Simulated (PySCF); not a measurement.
## Two-dimensional NMR puzzle

Compound of formula C7H13Al. Correlations simulated from computed shifts and the bond graph:

HSQC (one-bond C–H):
```csv
δH,δC
2.37,26.8
1.95,26.6
1.80,26.6
1.79,26.8
0.93,15.6
0.68,3.3
0.27,3.3
-0.61,-4.3
```

COSY cross peaks (H two or three bonds apart, from the bond graph; peaks can be absent where the dihedral angle is near 90°):
```csv
δH,δH
5.68,0.93
5.68,-0.61
2.37,1.95
2.37,1.80
2.37,1.79
2.37,0.93
1.95,1.80
1.95,1.79
1.80,1.79
1.79,0.93
0.68,0.27
0.68,-0.61
0.27,-0.61
```

HMBC (two and three bonds, from the bond graph):
```csv
δH,δC
5.68,"26.8, 15.6, 3.3, -4.3"
2.37,"26.8, 26.6, 15.6"
1.95,"26.8, 15.6"
1.80,"26.8, 15.6"
1.79,"26.8, 26.6, 15.6"
0.93,"26.8, 26.6, -4.3"
0.68,"3.3, -4.3"
0.27,"3.3, -4.3"
-0.61,"15.6, 3.3"
```

Level of theory: PBE0-D3(BJ)/def2-SVP geometry, shielding tensors at PBE0/pcSseg-1 (GIAO), in PySCF 2.14.0 with density-fitted response routines (equivalent nuclei averaged, non-relativistic Hamiltonian, gas phase, a single conformation).

Shifts are taken against calculated references (same method and geometry level): 1H (σ = 31.27 ppm) and 13C (σ = 184.41 ppm) against TMS.

Exchangeable hydrogens are left out of these lists.

Assemble the structure.

Answers

SMILES C1C[CH]([AlH][CH]2CC2)C1.

Atoms are numbered as in `[CH2:1]1[CH2:2][CH:3]([AlH:4][CH:5]2[CH2:6][CH2:7]2)[CH2:8]1`; H(Xn) means a hydrogen on atom n. Ha(C1), Ha(C2), Ha(C6), Ha(C7), Ha(C8) are cis to Al4 on the ring; Hb(C1), Hb(C2), Hb(C6), Hb(C7), Hb(C8) are trans to Al4 on the ring.

1. δC 26.8 is C2/C8, an sp3 CH2 in a ring (δH 2.37, 1.79).
2. δC 26.6 is C1, an sp3 CH2 in a ring (δH 1.80, 1.95).
3. δC 15.6 is C3, an sp3 CH bonded to Al (δH 0.93).
4. δC 3.3 is C6/C7, a three-membered-ring carbon (δH 0.27, 0.68).
5. δC -4.3 is C5, a three-membered-ring carbon (δH -0.61).
6. COSY links 5.68–0.93, 5.68–-0.61, 2.37–1.95, 2.37–1.80, 2.37–1.79, 2.37–0.93.

The data come from this structure; uniqueness wasn't tested.

Hydrides on Al or Ga are broadened by the quadrupolar metal nucleus. Shifts are as computed. Against solution values, carbons near 30 ppm lie about +2 ppm off and those near 130 ppm about +5 ppm. Of 1211 compounds with measured shifts, 218 miss one by over three times the rms of a fit or turn the order of signals round; such compounds aren't used in these exercises.
